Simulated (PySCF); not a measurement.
## Vertical excitation energies

Compound: C5H6F2O2.
SMILES: `CO[C@]1(F)COC=C1F`

Level of theory: PySCF, TDDFT CAM-B3LYP/def2-SVPD, vertical, gas phase, core orbitals frozen in the response. Geometry: GFN2-xTB, one conformer, isolated molecule. Torsions of this conformer, `[CH3:1][O:2][C@:3]1([F:4])[CH2:5][O:6][CH:7]=[C:8]1[F:9]`: C1–O2–C3–F4 -63°.

Q: Predict the UV-vis stick spectrum at this level.

A: 

```json
{"state": "S1", "E (eV)": "6.31", "λ (nm)": "196.4", "f": "0.158", "main configurations (H = HOMO, L = LUMO)": "H→L (89%)"}
{"state": "S2", "E (eV)": "6.46", "λ (nm)": "191.8", "f": "0.038", "main configurations (H = HOMO, L = LUMO)": "H→L+1 (37%), H→L+2 (33%), H→L+4 (15%)"}
{"state": "S3", "E (eV)": "6.76", "λ (nm)": "183.5", "f": "0.014", "main configurations (H = HOMO, L = LUMO)": "H→L+2 (47%), H→L+1 (41%)"}
{"state": "S4", "E (eV)": "7.63", "λ (nm)": "162.4", "f": "0.0016", "main configurations (H = HOMO, L = LUMO)": "H→L+3 (69%), H→L+6 (17%)"}
{"state": "S5", "E (eV)": "7.72", "λ (nm)": "160.5", "f": "0.0011", "main configurations (H = HOMO, L = LUMO)": "H-1→L (70%), H-2→L (17%)"}
{"state": "S6", "E (eV)": "7.88", "λ (nm)": "157.4", "f": "0.0008", "main configurations (H = HOMO, L = LUMO)": "H→L+4 (43%), H→L+6 (24%), H→L+3 (11%)"}
{"state": "S7", "E (eV)": "8.08", "λ (nm)": "153.5", "f": "0.0070", "main configurations (H = HOMO, L = LUMO)": "H→L+5 (24%), H→L+6 (19%), H→L+4 (15%)"}
{"state": "S8", "E (eV)": "8.24", "λ (nm)": "150.5", "f": "0.019", "main configurations (H = HOMO, L = LUMO)": "H→L+5 (56%), H-1→L+1 (14%)"}
```

Triplets (Tamm–Dancoff): T1 4.00 eV, H→L (86%); T2 6.08 eV, H→L+2 (32%), H→L+1 (29%), H→L+4 (20%); T3 6.66 eV, H→L+2 (45%), H→L+1 (39%).

The lowest singlet comes at 196 nm (609 kJ/mol) in the vacuum ultraviolet; it is strong; its leading configuration is HOMO→LUMO (89%). The lowest level is also the most intense of those listed (f = 0.158). Löwdin shares by element: HOMO carbon 47% or more, oxygen 27% or more, fluorine 12% or more; LUMO carbon 54% or more, oxygen 10% or more, hydrogen 8% or more (atoms not listed hold the other 28%). The listed states span 1.92 eV, and the widest gap between neighbours is 0.88 eV (S3 to S4). Orbital energies (eV): HOMO-3 -11.65, HOMO-2 -10.91, HOMO-1 -10.12, HOMO -8.30, LUMO 1.10, LUMO+1 1.31, LUMO+2 1.56. The oscillator strengths of these states sum to 0.239; summed over the whole spectrum of an exact calculation they would give the number of electrons, 70 (Thomas–Reiche–Kuhn). Only the lowest 8 singlets were computed, as vertical energies without vibronic structure.
